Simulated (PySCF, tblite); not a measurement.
One entry of a table of gas-phase calculations, keyed by method. Lists by class give the value and the number of equivalent atoms.

```json
{
 "formula": "C4H12N2OSi",
 "smiles": "CC(=O)N[SiH2]N(C)C",
 "charge": 0,
 "multiplicity": 1,
 "geometry_level": "GFN2-xTB",
 "atoms_angstrom": [
  ["C", 3.525, 0.498, -0.169],
  ["C", 2.238, 0.023, -0.799],
  ["O", 2.161, -0.427, -1.925],
  ["N", 1.124, 0.117, -0.05],
  ["Si", -0.322, -0.474, -0.844],
  ["N", -1.535, -0.305, 0.368],
  ["C", -1.757, 0.938, 1.069],
  ["C", -2.755, -1.059, 0.234],
  ["H", 3.404, 1.51, 0.213],
  ["H", 3.789, -0.158, 0.659],
  ["H", 4.321, 0.48, -0.907],
  ["H", 1.197, 0.427, 0.905],
  ["H", -0.51, 0.33, -2.053],
  ["H", -0.198, -1.905, -1.086],
  ["H", -2.518, 1.551, 0.57],
  ["H", -2.103, 0.731, 2.086],
  ["H", -0.836, 1.512, 1.119],
  ["H", -3.499, -0.522, -0.366],
  ["H", -2.546, -2.008, -0.249],
  ["H", -3.186, -1.249, 1.221]
 ],
 "electronic_structure_code": "PySCF",
 "results": {
  "GFN2-xTB geometry": {
   "point_group": "C1",
   "rotational_constants_GHz": [4.14, 0.844, 0.739]
  },
  "PBE0/pcSseg-1 ground state and GIAO shieldings, non-relativistic": {
   "dipole_D": 3.88,
   "homo_eV": -6.42,
   "lumo_eV": 0.61,
   "shift_vs_computed_TMS_C_by_class_ppm": [
    [177.7, 1],
    [40.6, 2],
    [24.5, 1]
   ],
   "shift_vs_computed_TMS_H_by_class_ppm": [
    [5.06, 2],
    [4.32, 1],
    [2.54, 6],
    [1.98, 3]
   ],
   "shielding_other_nuclei_by_class_ppm": [
    ["N", 142.1, 1],
    ["N", 249.9, 1],
    ["O", -113.1, 1],
    ["Si", 385.4, 1]
   ],
   "charges_hirshfeld_e_by_atom": [-0.12, 0.18, -0.27, -0.2, 0.39, -0.18, -0.07, -0.07, 0.05, 0.05, 0.06, 0.13, -0.09, -0.08, 0.03, 0.04, 0.04, 0.03, 0.05, 0.04]
  },
  "GFN2-xTB harmonic vibrations, gas phase": {
   "strongest_ir_bands_cm-1_km_per_mol_modes": [
    [762.2, 235.4, 1],
    [785.7, 238.5, 1],
    [1390.2, 596.0, 1],
    [1719.5, 422.7, 1],
    [2247.0, 305.9, 1],
    [2325.2, 215.4, 1]
   ],
   "zpe_kcal_per_mol": 100.5
  }
 }
}
```

With B = h/(8π²I), that is 505.379 GHz u Å² over I, the principal moments of inertia are 122.1, 598.7 and 684.3 u Å² (most abundant isotopes). The rotational constants make it an asymmetric top with κ = (2B − A − C)/(A − C) = -0.94, nearer the prolate limit (−1). In atomic units the dipole is 1.53 e·bohr (1 au = 2.5417 D).

One conformer (not necessarily the lowest) at the GFN2-xTB geometry, without solvent or vibrations. NMR classes are plain means over equivalent atoms (diastereotopic ones count apart unless rotation or inversion swaps them), as if these changed places fast; in this geometry the members of some classes differ.

The values belong to the conformer `[CH3:1][C:2](=[O:3])[NH:4][SiH2:5][N:6]([CH3:7])[CH3:8]`: C1–C2–N4–Si5 -179°, C2–N4–Si5–N6 177°, N4–Si5–N6–C7 52°.
